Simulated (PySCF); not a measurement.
Fill in the blanks.

3,4-dimethylphosphinine, C₇H₉P.
InChI=1S/C7H9P/c1-6-3-4-8-5-7(6)2/h3-5H,1-2H3

```tsv
property	level	value
point group of the GFN2-xTB geometry	GFN2-xTB	?
rotational constants A, B, C of the GFN2-xTB geometry	GFN2-xTB	2.962, 1.525, 1.019 GHz
dipole moment	wB97X-D/def2-SVPD	2.49 D
HOMO energy	wB97X-D/def2-SVPD	?
LUMO energy	wB97X-D/def2-SVPD	0.42 eV
lowest singlet excitation	TDDFT wB97X-D/def2-SVPD	?
strongest line among the 8 lowest singlet transitions	TDDFT wB97X-D/def2-SVPD	?
lowest triplet excitation (Tamm–Dancoff)	TDA wB97X-D/def2-SVPD	?
static isotropic polarisability	wB97X-D/def2-SVPD	105.8 au
electronic spatial extent ⟨r²⟩ about the centre of nuclear charge	wB97X-D/def2-SVPD	1149 bohr²
```

Electronic properties: PySCF, gas phase, density fitting.

Problem. The lowest singlet excitation?

Solution. 4.83 eV (257 nm, f = 0.005).

Problem. Give the strongest line among the 8 lowest singlet transitions.

Solution. S7 at 6.65 eV (186 nm, f = 0.561).

Problem. Give the point group of the GFN2-xTB geometry.

Solution. Cs.

Problem. What is the lowest triplet excitation (Tamm–Dancoff)?

Solution. 3.26 eV.

Problem. Give the HOMO energy.

Solution. -8.43 eV.

The dipole equals about 8.3 × 10⁻³⁰ C·m (1 D = 3.33564 × 10⁻³⁰ C·m). With B = h/(8π²I), that is 505.379 GHz u Å² over I, the principal moments of inertia are 170.6, 331.5 and 495.9 u Å² (most abundant isotopes). No computed singlet falls in the visible range (750 to 380 nm, 1.65 to 3.26 eV); S1 lies 1.57 eV above its blue end. The polarisability is 15.68 Å³ as a volume (1 au = 0.148185 Å³), or 1.60 au for each of the 66 electrons. The 8 singlets span 4.83 to 6.88 eV, and their oscillator strengths add up to 1.07.

For the TDDFT job (wB97X-D/def2-SVPD), hardware: one thread, x86-64 server, no GPU, on a shared host. Cost: 37 s wall.
